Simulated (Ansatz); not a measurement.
PAsAsSb tetrahedron (SbAs₂P). Total charge 0; triplet. Geometry r2SCAN-D4/def2-SVP, that of the neutral singlet; atoms count from 1.

```tsv
atom	x (Å)	y (Å)	z (Å)
P1	-0.429	-0.371	1.313
As2	1.187	0.906	0.188
As3	-1.124	0.805	-0.595
Sb4	0.366	-1.340	-0.906
```

In the def2 sets Sb takes a core potential; there is no spin–orbit coupling. At PBE0-D4/def2-TZVP a singlet of charge 0 lies 3.23 eV below the triplet at the same geometry.

Question: Estimate the Mulliken populations from the PBE0/def2-TZVP orbitals of Ansatz.

Answer: 
```json
{"atom": "P1", "charge (e)": "-0.15", "spin (α − β)": "0.09"}
{"atom": "As2", "charge (e)": "0.02", "spin (α − β)": "0.86"}
{"atom": "As3", "charge (e)": "0.00", "spin (α − β)": "0.01"}
{"atom": "Sb4", "charge (e)": "0.14", "spin (α − β)": "1.03"}
```
Mulliken values depend strongly on the basis.

Question: Where does the spin sit?

Answer: Summed by element: P 0.09, As 0.87, Sb 1.03, of 2 unpaired in all. Largest on single atoms: Sb4 1.03, As2 0.86, P1 0.09.

Question: And the Mayer bond orders between heavy atoms (over 0.3)?

Answer: P1–As2 1.10 (2.35 Å); P1–As3 1.03 (2.35 Å); P1–Sb4 0.92 (2.55 Å); As2–As3 1.04 (2.44 Å); As2–Sb4 0.32 (2.63 Å); As3–Sb4 0.97 (2.63 Å).
